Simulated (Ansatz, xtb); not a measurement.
# Relaxing a trial structure of ClGaH3Si2

The starting geometry of this gas-phase doublet was built from a drawn formula by distance geometry; its bonds are those of `[SiH2]=[Si](Cl)[GaH]`.

```tsv
atom	x (Å)	y (Å)	z (Å)
Cl	-0.5957	0.8738	-1.4993
Ga	1.8205	0.5600	1.6631
Si	-1.4859	-0.7956	1.4233
Si	-0.0187	-0.0865	0.2526
H	-1.0950	-1.5440	2.6908
H	-2.8527	-0.2640	1.4421
H	2.8859	0.2850	2.5482
```

**Question.** Where would you expect an optimisation with r2SCAN-D4/def2-SVP to take it?

**Answer.** It rearranges to `Cl[Si]1[SiH2][GaH]1`. Distances that change by over a tenth: Ga2–H7 (1.41 → 1.56 Å), Si3–Si4 (2.01 → 2.30 Å). Contacts that close: Ga2–Si3 (3.58 → 2.47 Å).

The energy falls by 1.39 eV over 26 steps:

| step | E − E(last) (eV) |
| --- | --- |
| 1 | 1.387 |
| 4 | 0.376 |
| 7 | 0.256 |
| 9 | 0.187 |
| 12 | 0.063 |
| 15 | 0.031 |
| 18 | 0.015 |
| 20 | 0.008 |
| 23 | 0.001 |
| 26 | 0.000 |

Final geometry (Å):

```xyz
7

Cl   -0.3983    0.4946   -2.1001
Ga    1.1966    0.3061    1.9146
Si   -1.0833   -0.6377    1.7492
Si    0.0289    0.2231   -0.0745
H    -1.3107   -2.1130    1.9230
H    -2.2472    0.0693    2.3844
H     2.4722    0.6862    2.7241
```

From the same start GFN2-xTB ends elsewhere, differing in Cl1–Ga2 (2.52 against 4.32 Å here), Ga2–Si3 (4.64 against 2.47 Å here), Ga2–H7 (2.20 against 1.56 Å here).

No frequencies were run, so the end isn't proven a minimum. Open shells are spin-unrestricted. Run with Ansatz 0.2.0, 3.2 min on 2 threads of Intel(R) Xeon(R) Platinum 8259CL CPU @ 2.50GHz (Skylake/Cascade Lake), with other jobs on the host.
